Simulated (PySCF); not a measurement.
CH₆GeNP.
Bonds: C1–N2 (double), N2–Ge3, Ge3–P4. Hydrogens: H5, H6 on C1; H7, H8 on Ge3; H9, H10 on P4.

Method used: PySCF, PBE0-D3(BJ)/def2-SVP geometry optimisation, gas phase.

Problem. Give the optimised bond lengths and angles.

Solution. 
| bond | length (bohr) |
| --- | --- |
| C1=N2 | 2.387 |
| N2–Ge3 | 3.523 |
| Ge3–P4 | 4.382 |
| C1–H5 | 2.103 |
| C1–H6 | 2.091 |
| Ge3–H7 | 2.930 |
| Ge3–H8 | 2.904 |
| P4–H9, P4–H10 | 2.700 |

Bonds in one row agree within 0.02 bohr and their mean is given. A selection of angles:
| angle | degrees |
| --- | --- |
| N2–C1–H5 | 125.2 |
| N2–C1–H6 | 119.9 |
| H5–C1–H6 | 114.9 |
| C1–N2–Ge3 | 120.3 |
| N2–Ge3–P4 | 109.7 |
| N2–Ge3–H7 | 110.5 |
| N2–Ge3–H8 | 107.0 |
| P4–Ge3–H7 | 109.5 |
| H7–Ge3–H8 | 110.9 |
| Ge3–P4–H9 | 92.5 |
| H9–P4–H10 | 93.3 |

Torsions: C1–N2–Ge3–P4 -113° (anticlinal). The mirror-image conformer, all signs reversed, is as good.

P4 (three-coordinate phosphorus) is pyramidal (angles 93.3°, 92.8° and 92.5°, sum 278.6°, 0.88 Å off the plane of its three neighbours). Ge3 (germanium bonded to N, P and 2 H) is tetrahedral (angles from 107.0° to 110.9°).

Point group: C1 (no symmetry element, even within 0.4 Å). No frequency check. The numbers are those of one conformer (C1–N2–Ge3–P4 -113°, N2–Ge3–P4–H -39° and 54°).

Hardware: one thread, Arm Neoverse V2 (aarch64), shared host with 96 logical CPUs at a one-minute load of 62. Cost: 33 s, 0.51 GiB resident at most. This is the geometry optimisation.
